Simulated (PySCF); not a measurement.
## Correlation energy of N³⁺ (nitrogen, charge +3)

[He] 2s2, closed-shell 1S. All numbers are calculated (PySCF 2.14, scalar relativity by spin-free X2C-1e, in aug-cc-pVQZ-DK (6s5p4d3f2g, 80 functions)). Frozen: 1s2; 2 electrons correlated.

With two correlated electrons CCSD is exact within the correlated space (frozen core and kept virtual orbitals).

```json
{"level": "CCSD", "correlation energy (mhartree)": "-87.53"}
```

Diagnostics: T1 = 0.0070, D1 = 0.0100, largest double amplitude 0.153.

Question: Is a single reference adequate?

Answer: Not fully. A double-excitation amplitude exceeds 0.15, a sign of near-degeneracy.
